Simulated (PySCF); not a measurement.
Molfile (atoms numbered from 1):
```
C5H9PSi
     RDKit          3D

 16 16  0  0  0  0  0  0  0  0999 V2000
    1.8906   -0.1334   -0.9163 Si  0  0  0  0  0  4  0  0  0  0  0  0
    0.7172   -0.3947    0.5883 C   0  0  0  0  0  0  0  0  0  0  0  0
   -0.3727   -1.3335    0.2012 C   0  0  0  0  0  0  0  0  0  0  0  0
   -1.5014   -0.9551   -0.3864 C   0  0  0  0  0  0  0  0  0  0  0  0
   -1.7976    0.7666   -0.8681 P   0  0  0  0  0  0  0  0  0  0  0  0
   -0.8893    1.5026    0.5170 C   0  0  0  0  0  0  0  0  0  0  0  0
    0.1896    0.9258    1.0325 C   0  0  0  0  0  0  0  0  0  0  0  0
    1.1173    0.4586   -2.0040 H   0  0  0  0  0  0  0  0  0  0  0  0
    2.9716    0.7539   -0.4833 H   0  0  0  0  0  0  0  0  0  0  0  0
    2.4245   -1.4436   -1.2922 H   0  0  0  0  0  0  0  0  0  0  0  0
    1.3022   -0.8384    1.3989 H   0  0  0  0  0  0  0  0  0  0  0  0
   -0.2064   -2.3756    0.4427 H   0  0  0  0  0  0  0  0  0  0  0  0
   -2.2701   -1.6676   -0.6528 H   0  0  0  0  0  0  0  0  0  0  0  0
   -3.0761    0.8726   -0.2893 H   0  0  0  0  0  0  0  0  0  0  0  0
   -1.2418    2.4636    0.8662 H   0  0  0  0  0  0  0  0  0  0  0  0
    0.7349    1.4071    1.8344 H   0  0  0  0  0  0  0  0  0  0  0  0
  1  2  1  0
  2  3  1  0
  3  4  2  0
  4  5  1  0
  5  6  1  0
  6  7  2  0
  7  2  1  0
  1  8  1  0
  1  9  1  0
  1 10  1  0
  2 11  1  0
  3 12  1  0
  4 13  1  0
  5 14  1  0
  6 15  1  0
  7 16  1  0
M  END
```

Method: NMR shieldings at PBE0/pcSseg-1/GIAO, geometry: GFN2-xTB, in PySCF 2.14 (one averaged value for each set of equivalent atoms, no solvent model, relativity neglected, a single conformation).

Q: List the cross peaks expected in HSQC, COSY and HMBC spectra.

A: 

HSQC (one-bond C–H):
```
            δH             δC
6.56 (H12/H16)  138.1 (C3/C7)
6.17 (H13/H15)  127.1 (C4/C6)
    3.11 (H11)      33.1 (C2)
```

COSY cross peaks (H two or three bonds apart, from the bond graph; peaks can be absent where the dihedral angle is near 90°):
```
              δH              δH
  6.56 (H12/H16)  6.17 (H13/H15)
  6.56 (H12/H16)      3.11 (H11)
  6.17 (H13/H15)      4.73 (H14)
3.73 (H8/H9/H10)      3.11 (H11)
```

HMBC (two and three bonds, from the bond graph):
```
              δH                                       δC
  6.56 (H12/H16)  138.1 (C3/C7), 127.1 (C4/C6), 33.1 (C2)
  6.17 (H13/H15)  138.1 (C3/C7), 127.1 (C4/C6), 33.1 (C2)
      4.73 (H14)             138.1 (C3/C7), 127.1 (C4/C6)
3.73 (H8/H9/H10)                 138.1 (C3/C7), 33.1 (C2)
      3.11 (H11)             138.1 (C3/C7), 127.1 (C4/C6)
```

Referencing at the same level of theory: ¹H and ¹³C vs TMS.

Shifts are as computed. Against solution values, carbons near 30 ppm lie about +3 ppm off and those near 130 ppm about +5 ppm. Of 1211 compounds with measured shifts, 218 miss one by over three times the rms of a fit or turn the order of signals round; such compounds aren't used in these exercises.
